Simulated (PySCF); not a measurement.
# From computed data to an observable: refractive index and permittivity of the vapour

OSe, SMILES [Se]=O (connectivity only; charge and spin as stated), neutral, multiplicity 3.

Coordinates come from a PBE0-D3(BJ)/def2-TZVP optimisation.

CAM-B3LYP/def2-TZVPD (PySCF) gives a mean static polarisability of 29.5 bohr³ and a dipole moment of 2.23 D. Take an ideal gas at 298.15 K and 0.1 bar, whether or not the substance is that volatile.

Task: Work out n − 1 in the optical limit and the static ε − 1.

Result: 
Polarisability volume α' = 29.5 × 0.148185 = 4.37 Å³. Number density N = p/kT = 2.43e-6 Å⁻³.
Dilute limit of Lorentz–Lorenz: n − 1 = 2π N α' = 6.7e-5.
Orientation term of Debye: μ²/(3kT) = 8.098 Å³ × μ²(D²) = 40.27 Å³.
ε − 1 = 4π N (α' + μ²/3kT) = 0.0014. Orientation of the dipole supplies 90 % of the static response; it can't follow optical fields. Vibrational polarisation and dispersion are left out.
